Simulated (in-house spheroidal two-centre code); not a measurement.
Computed with a spheroidal two-centre code. Model: one electron and two fixed point charges, non-relativistic, separated in prolate spheroidal coordinates (energies exact to about nine digits).

With r1 and r2 the distances to the charges and R their separation, ξ = (r1 + r2)/R and η = (r1 − r2)/R; m is the angular momentum about the axis. The force apart is −d(total energy)/dR, and minima and barriers are those of the total energy. The separation constant A is the eigenvalue of −d/dη(1−η²)d/dη + m²/(1−η²) − p²η² − R(Z2−Z1)η, with p² = −E R²/2 and E the electronic energy.

Command:
```bash
python run_two.py task.json out
```
Settings:
```
Z1                     1
Z2                     1
xi_nodes               0
eta_nodes              3
m                      0
```

Run time, properties included: 1.2 s on 1 thread of Intel(R) Xeon(R) Processor @ 2.30GHz (shared host).

**Energy curve, total energy includes the repulsion of the charges.**

Given: first charge 1; second charge 1; united atom label 4f sigma u; nodes in ξ 0; nodes in η 3.

Computed: united atom energy -0.125 hartree; innermost minimum distance 20.921 bohr; innermost minimum total energy -0.13066 hartree.

```json
{"distance (bohr)": "0.4", "electronic energy (hartree)": "-0.125063577", "total energy (hartree)": "2.37493642", "kinetic energy (hartree)": "0.12519", "force apart (hartree/bohr)": "6.2503"}
{"distance (bohr)": "0.536", "electronic energy (hartree)": "-0.125114279", "total energy (hartree)": "1.74055736", "kinetic energy (hartree)": "0.12534", "force apart (hartree/bohr)": "3.4812"}
{"distance (bohr)": "0.718", "electronic energy (hartree)": "-0.125205456", "total energy (hartree)": "1.2675522", "kinetic energy (hartree)": "0.12562", "force apart (hartree/bohr)": "1.9403"}
{"distance (bohr)": "0.962", "electronic energy (hartree)": "-0.125370106", "total energy (hartree)": "0.914130934", "kinetic energy (hartree)": "0.12612", "force apart (hartree/bohr)": "1.0813"}
{"distance (bohr)": "1.29", "electronic energy (hartree)": "-0.125669748", "total energy (hartree)": "0.649524051", "kinetic energy (hartree)": "0.12703", "force apart (hartree/bohr)": "0.60198"}
{"distance (bohr)": "1.73", "electronic energy (hartree)": "-0.126218765", "total energy (hartree)": "0.451815917", "kinetic energy (hartree)": "0.12872", "force apart (hartree/bohr)": "0.33557"}
{"distance (bohr)": "2.32", "electronic energy (hartree)": "-0.127240831", "total energy (hartree)": "0.303793652", "kinetic energy (hartree)": "0.13195", "force apart (hartree/bohr)": "0.18782"}
{"distance (bohr)": "3.1", "electronic energy (hartree)": "-0.129173287", "total energy (hartree)": "0.193407358", "kinetic energy (hartree)": "0.13836", "force apart (hartree/bohr)": "0.10702"}
{"distance (bohr)": "4.16", "electronic energy (hartree)": "-0.133182219", "total energy (hartree)": "0.107202397", "kinetic energy (hartree)": "0.15282", "force apart (hartree/bohr)": "0.062505"}
{"distance (bohr)": "5.57", "electronic energy (hartree)": "-0.14218987", "total energy (hartree)": "0.0373433439", "kinetic energy (hartree)": "0.18818", "force apart (hartree/bohr)": "0.04049"}
{"distance (bohr)": "7.46", "electronic energy (hartree)": "-0.161722065", "total energy (hartree)": "-0.0276738081", "kinetic energy (hartree)": "0.24645", "force apart (hartree/bohr)": "0.029327"}
{"distance (bohr)": "10", "electronic energy (hartree)": "-0.184886664", "total energy (hartree)": "-0.0848866645", "kinetic energy (hartree)": "0.24445", "force apart (hartree/bohr)": "0.015956"}
{"distance (bohr)": "12.5", "electronic energy (hartree)": "?", "total energy (hartree)": "?", "kinetic energy (hartree)": "?", "force apart (hartree/bohr)": "?"}
{"distance (bohr)": "15", "electronic energy (hartree)": "-0.191357163", "total energy (hartree)": "-0.124690496", "kinetic energy (hartree)": "0.16876", "force apart (hartree/bohr)": "0.0029379"}
{"distance (bohr)": "17.5", "electronic energy (hartree)": "-0.18642977", "total energy (hartree)": "-0.129286912", "kinetic energy (hartree)": "0.14677", "force apart (hartree/bohr)": "0.00099897"}
{"distance (bohr)": "20", "electronic energy (hartree)": "-0.180585423", "total energy (hartree)": "-0.130585423", "kinetic energy (hartree)": "0.1338", "force apart (hartree/bohr)": "0.00016082"}
{"distance (bohr)": "22.5", "electronic energy (hartree)": "-0.174952763", "total energy (hartree)": "-0.130508319", "kinetic energy (hartree)": "0.12675", "force apart (hartree/bohr)": "-0.00016694"}
{"distance (bohr)": "25", "electronic energy (hartree)": "-0.169938923", "total energy (hartree)": "-0.129938923", "kinetic energy (hartree)": "0.12333", "force apart (hartree/bohr)": "-0.00026431"}
{"distance (bohr)": "27.5", "electronic energy (hartree)": "-0.165628811", "total energy (hartree)": "-0.129265174", "kinetic energy (hartree)": "0.12197", "force apart (hartree/bohr)": "-0.00026533"}
{"distance (bohr)": "30", "electronic energy (hartree)": "-0.161972691", "total energy (hartree)": "-0.128639357", "kinetic energy (hartree)": "0.12166", "force apart (hartree/bohr)": "-0.00023271"}
{"distance (bohr)": "32.5", "electronic energy (hartree)": "-0.158875821", "total energy (hartree)": "-0.12810659", "kinetic energy (hartree)": "0.12181", "force apart (hartree/bohr)": "-0.00019361"}
{"distance (bohr)": "35", "electronic energy (hartree)": "-0.156239531", "total energy (hartree)": "-0.127668102", "kinetic energy (hartree)": "0.12213", "force apart (hartree/bohr)": "-0.00015814"}
{"distance (bohr)": "37.5", "electronic energy (hartree)": "-0.153977259", "total energy (hartree)": "-0.127310593", "kinetic energy (hartree)": "0.12248", "force apart (hartree/bohr)": "-0.00012893"}
{"distance (bohr)": "40", "electronic energy (hartree)": "-0.152018421", "total energy (hartree)": "-0.127018421", "kinetic energy (hartree)": "0.12279", "force apart (hartree/bohr)": "-0.00010573"}
{"distance (bohr)": "42.5", "electronic energy (hartree)": "-0.15030722", "total energy (hartree)": "-0.126777808", "kinetic energy (hartree)": "0.12306", "force apart (hartree/bohr)": "-8.7492e-05"}
{"distance (bohr)": "45", "electronic energy (hartree)": "-0.148799967", "total energy (hartree)": "-0.126577744", "kinetic energy (hartree)": "0.12329", "force apart (hartree/bohr)": "-7.3121e-05"}
{"distance (bohr)": "47.5", "electronic energy (hartree)": "-0.147462377", "total energy (hartree)": "-0.126409745", "kinetic energy (hartree)": "0.12348", "force apart (hartree/bohr)": "-6.1706e-05"}
{"distance (bohr)": "50", "electronic energy (hartree)": "-0.146267338", "total energy (hartree)": "-0.126267338", "kinetic energy (hartree)": "0.12364", "force apart (hartree/bohr)": "-5.2547e-05"}
{"distance (bohr)": "52.5", "electronic energy (hartree)": "-0.145193193", "total energy (hartree)": "-0.126145574", "kinetic energy (hartree)": "0.12378", "force apart (hartree/bohr)": "-4.5118e-05"}
{"distance (bohr)": "55", "electronic energy (hartree)": "-0.144222452", "total energy (hartree)": "-0.126040633", "kinetic energy (hartree)": "0.12389", "force apart (hartree/bohr)": "-3.9031e-05"}
{"distance (bohr)": "57.5", "electronic energy (hartree)": "-0.143340847", "total energy (hartree)": "-0.125949543", "kinetic energy (hartree)": "0.12399", "force apart (hartree/bohr)": "-3.3996e-05"}
{"distance (bohr)": "60", "electronic energy (hartree)": "?", "total energy (hartree)": "?", "kinetic energy (hartree)": "?", "force apart (hartree/bohr)": "?"}
{"distance (bohr)": "70.6", "electronic energy (hartree)": "-0.139787678", "total energy (hartree)": "-0.125623372", "kinetic energy (hartree)": "0.12435", "force apart (hartree/bohr)": "-1.804e-05"}
{"distance (bohr)": "83", "electronic energy (hartree)": "-0.137496413", "total energy (hartree)": "-0.125448221", "kinetic energy (hartree)": "0.12454", "force apart (hartree/bohr)": "-1.0986e-05"}
{"distance (bohr)": "97.7", "electronic energy (hartree)": "-0.135557281", "total energy (hartree)": "-0.125321866", "kinetic energy (hartree)": "0.12467", "force apart (hartree/bohr)": "-6.6798e-06"}
{"distance (bohr)": "115", "electronic energy (hartree)": "-0.133927022", "total energy (hartree)": "-0.125231369", "kinetic energy (hartree)": "0.12476", "force apart (hartree/bohr)": "-4.0689e-06"}
{"distance (bohr)": "135", "electronic energy (hartree)": "-0.132574756", "total energy (hartree)": "-0.125167348", "kinetic energy (hartree)": "0.12483", "force apart (hartree/bohr)": "-2.502e-06"}
{"distance (bohr)": "159", "electronic energy (hartree)": "-0.131409621", "total energy (hartree)": "-0.125120312", "kinetic energy (hartree)": "0.12488", "force apart (hartree/bohr)": "-1.5248e-06"}
{"distance (bohr)": "187", "electronic energy (hartree)": "-0.130434381", "total energy (hartree)": "-0.125086787", "kinetic energy (hartree)": "0.12491", "force apart (hartree/bohr)": "-9.3399e-07"}
{"distance (bohr)": "220", "electronic energy (hartree)": "-0.129608042", "total energy (hartree)": "-0.125062588", "kinetic energy (hartree)": "0.12494", "force apart (hartree/bohr)": "-5.7193e-07"}
```

Q: What belongs in the row 12.5?

A: electronic energy (hartree): -0.19268137; total energy (hartree): -0.11268137; kinetic energy (hartree): 0.20284; force apart (hartree/bohr): 0.0072129.

Q: What belongs in the row 60?

A: electronic energy (hartree): -0.142536625; total energy (hartree): -0.125869958; kinetic energy (hartree): 0.12408; force apart (hartree/bohr): -2.9795e-05.

Q: What is the innermost minimum curvature?

A: 0.00014495 hartree/bohr².

**Where the electron sits, z along the axis from the midpoint, the separation constant A tends to l(l+1) at zero distance; at short distance the term in R(Z2−Z1)η can raise or lower it, and at long distance it falls (p² = -ER²/2).**

| distance (bohr) | mean z squared (bohr²) | mean squared distance from axis (bohr²) | separation constant |
| --- | --- | --- | --- |
| 0.718 | 45.804 | 43.82 | 11.984 |
| 1.29 | 45.364 | 43.416 | 11.947 |
| 2.32 | 43.908 | 42.065 | 11.825 |
| 4.16 | 38.805 | 37.203 | 11.415 |
| 7.46 | 23.633 | 21.442 | 9.7603 |
| 12.5 | 24.053 | 15.415 | 4.7813 |
| 17.5 | 41.44 | 16.704 | -1.6842 |
| 22.5 | ? | ? | ? |
| 27.5 | 118.2 | 18.849 | -20.768 |
| 32.5 | 177.99 | 19.204 | -34.485 |
| 37.5 | 250.86 | 19.379 | -51.295 |
| 42.5 | 336.31 | 19.483 | -71.239 |
| 47.5 | ? | ? | ? |
| 52.5 | 544.52 | 19.61 | -120.54 |
| 57.5 | 667.29 | 19.653 | -149.88 |
| 70.6 | 1048 | 19.731 | -241.61 |
| 97.7 | 2107.6 | 19.816 | -499.51 |
| 135 | 4166.1 | 19.872 | -1004.7 |
| 187 | 8196.4 | 19.91 | -1999.1 |

Q: What belongs in the row 22.5?

A: mean z squared (bohr²): 72.493; mean squared distance from axis (bohr²): 18.078; separation constant: -9.9765.

Q: What belongs in the row 47.5?

A: mean z squared (bohr²): 434.2; mean squared distance from axis (bohr²): 19.555; separation constant: -94.32.
